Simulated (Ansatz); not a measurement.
Compare A (`NBO[SiH3]`) with its isomer B (`NB[SiH2]O`).

Calculated with Ansatz (gas phase, PBE0-D4/def2-TZVP geometries, no zero-point term in ΔE). CBS: MP2 limit from def2 TZ/QZ plus the TZ coupled-cluster correction, frozen cores. Functionals use def2-TZVPP. B3LYP here is the variant with VWN-RPA as its local correlation; programs differ in this. One conformer a species, not always the lowest.

Question: Which is lower in electronic energy at CCSD(T)/CBS, and by how much? (Estimate.)

Answer: Computed: A, by 34.2 kcal/mol.

Question: Give E(B) − E(A) in kcal/mol with B3LYP-D4, LDA (SPW92), B3LYP, BLYP-D4, MP2/def2-TZVPP, CCSD(T)/def2-SVP, B2PLYP. (Estimate.)

Answer: Ansatz gave: B3LYP-D4 34.9, LDA (SPW92) 32.6, B3LYP 35.1, BLYP-D4 33.7, MP2/def2-TZVPP 35.7, CCSD(T)/def2-SVP 37.9, B2PLYP 35.6. None reverses the order clearly.

Question: Does the order hold for the free energy at 298.15 K (harmonic terms from PBE0-D4)? (Best estimate.)

Answer: The calculation gave: Yes: G(B) − G(A) = +35.0 kcal/mol, for one conformer each. Modes under 60 cm⁻¹, often nearly free rotors, make the harmonic entropy too high.

Largest T1 diagnostic: 0.013.

From PBE to PBE0 (25 % exact exchange), in def2-TZVPP and without D4, E(B) − E(A) moves by +1.7 kcal/mol. In def2-TZVPP, CCSD(T) changes the Hartree–Fock value by −5.8 kcal/mol (the triples alone add −0.7 kcal/mol) and MP2 by −4.6 kcal/mol.
